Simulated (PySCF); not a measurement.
# Bond length, frequency and bond energy of RbN by level of theory

State: ³Σ⁻ (triplet), unpaired electrons π ↑↑. Set-up: basis Rb def2-SVP with ECP28, N def2-SVP; scalar-relativistic core potentials; PySCF 2.14. De refers to Rb + N in their high-spin ground configurations, without counterpoise correction. The functionals are run spin-unrestricted. A positive dipole means Rb(−)N(+). Levels whose curve was spin-contaminated or gave no clean fit are not listed.

```json
{"Level": "ROHF", "Re (Å)": "2.685", "ωe (cm⁻¹)": "335", "De (eV)": "-1.07", "μ (D)": "-10.26"}
{"Level": "ROHF-MP2", "Re (Å)": "2.685", "ωe (cm⁻¹)": "322", "De (eV)": "-0.154", "μ (D)": "n/a"}
{"Level": "ROHF-SCS-MP2", "Re (Å)": "2.691", "ωe (cm⁻¹)": "319", "De (eV)": "-0.088", "μ (D)": "n/a"}
{"Level": "ROHF-CCSD", "Re (Å)": "2.820", "ωe (cm⁻¹)": "201", "De (eV)": "0.035", "μ (D)": "n/a"}
{"Level": "ROHF-CCSD(T)", "Re (Å)": "2.901", "ωe (cm⁻¹)": "167", "De (eV)": "0.160", "μ (D)": "n/a"}
{"Level": "LC-ωPBE", "Re (Å)": "2.656", "ωe (cm⁻¹)": "330", "De (eV)": "0.77", "μ (D)": "-9.18"}
```

The bond length runs from 2.656 Å (LC-ωPBE) to 2.901 Å (ROHF-CCSD(T)). De spans -1.07 eV (ROHF, mean field) to 0.77 eV (LC-ωPBE, range-separated hybrid). Correlation at CCSD(T) changes the Hartree–Fock bond energy by +1.23 eV; the triples alone change it by +0.12 eV.

Correlated steps freeze 1 core orbital. The bond is weak. Basis-set superposition, not corrected here, can be much of De in a small basis, most of all at correlated wavefunction levels. Functionals without a dispersion term scatter widely for such bonds, and LDA overbinds them. Spin–orbit coupling is left out. The CCSD T1 diagnostic is raised, a sign that a single reference may not be enough here. UHF is strongly spin-contaminated for RbN, so the ROHF reference used there is far from stable. A negative De means that the minimum lies above the separated atoms at that level. The state is the lowest determinant that a PBE0 search found; another state may lie lower at other levels.

The whole job (state search and all levels along the bond) took about 1.1 min on 1 thread of AMD EPYC 9R14 (shared host), peak memory 0.44 GiB.
